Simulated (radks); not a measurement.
Question: The mean radii <r> (bohr) of the occupied orbitals of an atom or ion are listed with their occupations. All-electron calculation, scalar-relativistic Kohn-Sham, r2SCAN, spin-polarised, spherical densities, finite nucleus; meta-GGA in the generalised Kohn-Sham scheme; Fermi nuclear charge, rms radius of each element as measured or else 0.836 A^(1/3) + 0.57 fm. Program: a radial shooting solver on a logarithmic mesh with Libxc functionals.

| orbital | occ. | <r> |
|---|---|---|
| 1s | 2 | 0.01714 |
| 2s | 2 | 0.07123 |
| 2p | 6 | 0.06396 |

Name the element and its charge. Open shells, if any, are filled with parallel spins first.

Answer: Z = 78, platinum, charge +68: Pt68+ in [Ne]. The 1s radius gives Z: for a bare nucleus <r> = (2 gamma + 1)/(2Z) with gamma = sqrt(1 - (Z/c)^2), 0.01695 bohr for Z = 78, and screening makes it slightly larger (0.01714 here). The occupations add up to 10, and the charge is Z minus that.
